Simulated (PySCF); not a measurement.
## Calculated data, AlH$_{3}$NOSi, CH$_{2}$FOSi

All values are calculated (PySCF 2.14.0). Calculation on a computer-drawn molecule: optimised geometry and harmonic frequencies of an isolated molecule of the commonest isotopes, restricted reference for singlets and unrestricted otherwise, frozen core in MP2.

Common to all runs: multiplicity 1.

(1) AlH$_{3}$NOSi

Start structure:
```xyz
7
AlH3NOSi
N      0.2967    -0.4405     3.3590
Al    -0.4719    -0.1212     1.9996
O     -0.9390    -0.2091     0.3285
Si    -1.2243    -0.4198    -1.1876
H      0.4681    -0.2913     4.3287
H     -0.3763    -1.3310    -1.9434
H     -2.3321     0.3083    -1.7892
```

Settings of this run: charge 1, method MP2 and basis cc-pV(D+d)Z.

The calculation gives: rotational constants 30.83, 1.795, 1.696 GHz; total energy -662.1601 hartree; convergence status largest gradient component 3.102e-05 hartree/bohr.

Drawn bonds:
| atom | other atom | order |
| --- | --- | --- |
| 1 | 2 | 2 |
| 2 | 3 | 1 |
| 3 | 4 | 1 |
| 1 | 5 | 1 |
| 4 | 6 | 1 |
| 4 | 7 | 1 |

Optimised structure:
```xyz
7
AlH3NOSi
N      0.4481    -0.6285     3.1712
Al    -0.6563     0.0794     2.1141
O     -1.1459    -0.0077     0.3930
Si    -1.2215    -0.4065    -1.1281
H      0.5216    -0.3834     4.1693
H     -0.2603    -1.3662    -1.6746
H     -2.2644     0.2083    -1.9493
```

Modes:
| frequency (cm⁻¹) | reduced mass (dalton) |
| --- | --- |
| 53.19 | 4.909 |
| 57.49 | 1.312 |
| 145.1 | 4.424 |
| 210.4 | 6.813 |
| 418.1 | 1.153 |
| 464.3 | 9.742 |
| 626.7 | 1.205 |
| 708.7 | 1.229 |
| 761.5 | 1.172 |
| 990.2 | 1.099 |
| 1052 | 6.753 |
| 1160 | 16.11 |
| 2374 | 1.027 |
| 2430 | 1.062 |
| 3535 | 1.078 |

(2) CH$_{2}$FOSi

Start structure:
```xyz
6
CH2FOSi
O      1.8700    -2.0570    -0.9945
C      1.4180    -1.6080     0.0698
Si     2.1077    -0.3241     1.0916
F      1.3569    -0.4354     2.5947
H      0.2837    -1.7254     0.2387
H      3.4981    -0.6620     1.5897
```

Settings of this run: charge -1, method HF and basis aug-cc-pV(D+d)Z.

Results for CH$_{2}$FOSi: rotational constants 17.84, 3.264, 2.83 GHz; total energy -502.3327 hartree; convergence status largest gradient component 2.168e-05 hartree/bohr.

Drawn bonds:
| atom | other atom | order |
| --- | --- | --- |
| 1 | 2 | 1 |
| 2 | 3 | 2 |
| 3 | 4 | 1 |
| 2 | 5 | 1 |
| 3 | 6 | 1 |

Optimised structure:
```xyz
6
CH2FOSi
O      1.8062    -1.9412    -1.0298
C      1.4209    -1.5220     0.0355
Si     2.2126    -0.0881     1.1195
F      1.2217    -0.3530     2.4749
H      0.4662    -1.9646     0.4318
H      3.4070    -0.9429     1.5581
```

Modes:
| frequency (cm⁻¹) | reduced mass (dalton) |
| --- | --- |
| 106.3 | 2.612 |
| 207.2 | 8.787 |
| 369 | 10.78 |
| 583.8 | 1.377 |
| 651.8 | 3.122 |
| 690.4 | 13.89 |
| 843.9 | 1.1 |
| 995.8 | 1.595 |
| 1464 | 1.216 |
| 1830 | 11.18 |
| 1996 | 1.049 |
| 2836 | 1.079 |
